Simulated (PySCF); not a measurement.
Compound: C₄H₈ClFSi₂.
Numbering: `[CH3:1][C:2]#[C:3][Si@@:4]([F:5])([SiH3:6])[CH2:7][Cl:8]` (hydrogens: H9, H10, H11 on C1; H12, H13, H14 on Si6; H15, H16 on C7)

The same species was optimised twice, with GFN2-xTB and with PBE0-D3(BJ)/def2-SVP (PySCF), and the same property calculations (PySCF, gas phase) were run on both structures.

```csv
coordinate,GFN2-xTB,PBE0-D3(BJ)/def2-SVP,change
Si4–C7 (Å),1.920,1.885,-0.035
Si4–Si6 (Å),2.308,2.340,+0.032
C3–Si4 (Å),1.844,1.816,-0.028
C2≡C3 (Å),1.206,1.220,+0.014
C1–C2 (Å),1.443,1.449,+0.006
C7–Cl8 (Å),1.788,1.792,+0.004
Si4–F5 (Å),1.632,1.636,+0.004
C3–Si4–Si6 (°),117.8,111.5,-6.3
F5–Si4–C7 (°),101.5,106.6,+5.1
C3–Si4–F5 (°),104.8,108.6,+3.8
Si4–C7–Cl8 (°),110.2,106.5,-3.7
Si6–Si4–C7 (°),113.4,110.4,-3.0
C3–Si4–C7 (°),107.1,109.9,+2.8
F5–Si4–Si6 (°),110.7,109.6,-1.1
C1–C2–C3 (°),179.0,179.9,+0.9
C3–Si4–C7–Cl8 (°),-84,-72,+12
```

Rotational constants: A = 1125, B = 727.9, C = 592.5 MHz (GFN2-xTB) against A = 1123, B = 755.8, C = 626.2 MHz (PBE0-D3(BJ)/def2-SVP). Point groups within 0.08 Å: C1 and C1.

On the GFN2-xTB structure: lowest singlet, TDDFT (eV) 5.62 [CAM-B3LYP/def2-SVPD]; isotropic polarisability (au) 115.3 [CAM-B3LYP/def2-SVPD]; HOMO (eV) -9.09 [CAM-B3LYP/def2-SVPD]; LUMO (eV) 0.14 [CAM-B3LYP/def2-SVPD]; dipole (D) 2.05 [CAM-B3LYP/def2-SVPD]; HOMO (eV) -7.78 [PBE0/pcSseg-1]; LUMO (eV) -0.86 [PBE0/pcSseg-1]; dipole (D) 2.17 [PBE0/pcSseg-1]; GIAO shielding of C1 (ppm) 181.1 [PBE0/pcSseg-1]; GIAO shielding of C2 (ppm) 71.0 [PBE0/pcSseg-1]; GIAO shielding of C3 (ppm) 101.4 [PBE0/pcSseg-1]; GIAO shielding of Si4 (ppm) 349.8 [PBE0/pcSseg-1]; GIAO shielding of F5 (ppm) 349.2 [PBE0/pcSseg-1]; GIAO shielding of Si6 (ppm) 465.3 [PBE0/pcSseg-1]; GIAO shielding of C7 (ppm) 149.8 [PBE0/pcSseg-1]; GIAO shielding of Cl8 (ppm) 966.8 [PBE0/pcSseg-1].

Question: What do these properties become on the PBE0-D3(BJ)/def2-SVP structure?

Answer: 
```json
{"property": "lowest singlet, TDDFT (eV)", "level": "CAM-B3LYP/def2-SVPD", "on GFN2-xTB": "5.62", "on PBE0-D3(BJ)/def2-SVP": "5.54", "change": "-0.08"}
{"property": "isotropic polarisability (au)", "level": "CAM-B3LYP/def2-SVPD", "on GFN2-xTB": "115.3", "on PBE0-D3(BJ)/def2-SVP": "116.7", "change": "+1.4"}
{"property": "HOMO (eV)", "level": "CAM-B3LYP/def2-SVPD", "on GFN2-xTB": "-9.09", "on PBE0-D3(BJ)/def2-SVP": "-8.99", "change": "+0.10"}
{"property": "LUMO (eV)", "level": "CAM-B3LYP/def2-SVPD", "on GFN2-xTB": "0.14", "on PBE0-D3(BJ)/def2-SVP": "0.26", "change": "+0.12"}
{"property": "dipole (D)", "level": "CAM-B3LYP/def2-SVPD", "on GFN2-xTB": "2.05", "on PBE0-D3(BJ)/def2-SVP": "2.11", "change": "+0.06"}
{"property": "energy, GFN2-xTB geometry as zero (kcal/mol)", "level": "CAM-B3LYP/def2-SVPD", "on GFN2-xTB": "0.0", "on PBE0-D3(BJ)/def2-SVP": "-2.6", "change": "-2.6"}
{"property": "HOMO (eV)", "level": "PBE0/pcSseg-1", "on GFN2-xTB": "-7.78", "on PBE0-D3(BJ)/def2-SVP": "-7.72", "change": "+0.06"}
{"property": "LUMO (eV)", "level": "PBE0/pcSseg-1", "on GFN2-xTB": "-0.86", "on PBE0-D3(BJ)/def2-SVP": "-0.74", "change": "+0.12"}
{"property": "dipole (D)", "level": "PBE0/pcSseg-1", "on GFN2-xTB": "2.17", "on PBE0-D3(BJ)/def2-SVP": "2.22", "change": "+0.05"}
{"property": "energy, GFN2-xTB geometry as zero (kcal/mol)", "level": "PBE0/pcSseg-1", "on GFN2-xTB": "0.0", "on PBE0-D3(BJ)/def2-SVP": "-2.6", "change": "-2.6"}
{"property": "GIAO shielding of C1 (ppm)", "level": "PBE0/pcSseg-1", "on GFN2-xTB": "181.1", "on PBE0-D3(BJ)/def2-SVP": "178.5", "change": "-2.6"}
{"property": "GIAO shielding of C2 (ppm)", "level": "PBE0/pcSseg-1", "on GFN2-xTB": "71.0", "on PBE0-D3(BJ)/def2-SVP": "66.8", "change": "-4.2"}
{"property": "GIAO shielding of C3 (ppm)", "level": "PBE0/pcSseg-1", "on GFN2-xTB": "101.4", "on PBE0-D3(BJ)/def2-SVP": "101.5", "change": "+0.1"}
{"property": "GIAO shielding of Si4 (ppm)", "level": "PBE0/pcSseg-1", "on GFN2-xTB": "349.8", "on PBE0-D3(BJ)/def2-SVP": "356.0", "change": "+6.2"}
{"property": "GIAO shielding of F5 (ppm)", "level": "PBE0/pcSseg-1", "on GFN2-xTB": "349.2", "on PBE0-D3(BJ)/def2-SVP": "349.8", "change": "+0.6"}
{"property": "GIAO shielding of Si6 (ppm)", "level": "PBE0/pcSseg-1", "on GFN2-xTB": "465.3", "on PBE0-D3(BJ)/def2-SVP": "458.9", "change": "-6.4"}
{"property": "GIAO shielding of C7 (ppm)", "level": "PBE0/pcSseg-1", "on GFN2-xTB": "149.8", "on PBE0-D3(BJ)/def2-SVP": "150.3", "change": "+0.5"}
{"property": "GIAO shielding of Cl8 (ppm)", "level": "PBE0/pcSseg-1", "on GFN2-xTB": "966.8", "on PBE0-D3(BJ)/def2-SVP": "951.9", "change": "-14.9"}
```

The heavy atoms differ by 0.115 Å rms after alignment. Among bonds between heavy atoms Si4–C7 changes most (-0.035 Å). Changes are differences of the printed values. Neither structure is proved a minimum here.

The values belong to the conformer `[CH3:1][C:2]#[C:3][Si@@:4]([F:5])([SiH3:6])[CH2:7][Cl:8]`: C3–Si4–C7–Cl8 -72°.
